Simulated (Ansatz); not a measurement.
CH$_{5}$NO$_{2}$SSi (`N[Si]1(O)OCS1`) at its PBE0-D4/def2-TZVP geometry, where that method's forces vanish. Total charge 0; spin multiplicity 1.

```tsv
atom	x (Å)	y (Å)	z (Å)
N1	-1.789	0.560	0.077
Si2	-0.122	0.411	-0.168
O3	0.439	1.885	-0.581
O4	0.873	-0.189	1.013
C5	1.340	-1.348	0.346
S6	0.420	-1.322	-1.259
H7	-2.200	1.391	0.470
H8	-2.365	-0.254	0.209
H9	-0.099	2.404	-1.181
H10	2.414	-1.290	0.166
H11	1.090	-2.249	0.908
```

Question: For each bond, give half the difference of the two atoms' forces along it (eV/Å; positive pushes the atoms apart) under PBE-D4, r2SCAN-D4, B3LYP-D4, ωB97M-V in def2-TZVPP. (An estimate is asked.)

Answer: Ansatz gave: 
| bond | length (Å) | PBE-D4 | r2SCAN-D4 | B3LYP-D4 | ωB97M-V |
| --- | --- | --- | --- | --- | --- |
| N1–Si2 | 1.691 | -0.04 | -0.02 | -0.01 | 0.03 |
| N1–H7 | 1.007 | 0.17 | 0.01 | -0.02 | -0.03 |
| N1–H8 | 1.006 | 0.17 | 0.01 | -0.03 | -0.03 |
| Si2–O3 | 1.630 | 0.27 | 0.05 | 0.05 | 0.07 |
| Si2–O4 | 1.657 | 0.36 | 0.06 | 0.05 | -0.01 |
| Si2–S6 | 2.119 | 0.13 | 0.08 | 0.19 | 0.01 |
| O3–H9 | 0.958 | 0.32 | 0.02 | -0.03 | -0.07 |
| O4–C5 | 1.417 | 0.34 | 0.28 | 0.31 | 0.30 |
| C5–S6 | 1.850 | 0.22 | 0.21 | 0.33 | 0.06 |
| C5–H10 | 1.091 | 0.08 | -0.09 | -0.19 | -0.16 |
| C5–H11 | 1.091 | 0.08 | -0.08 | -0.20 | -0.16 |

B3LYP here is the variant with VWN-RPA as its local correlation; programs differ in this.
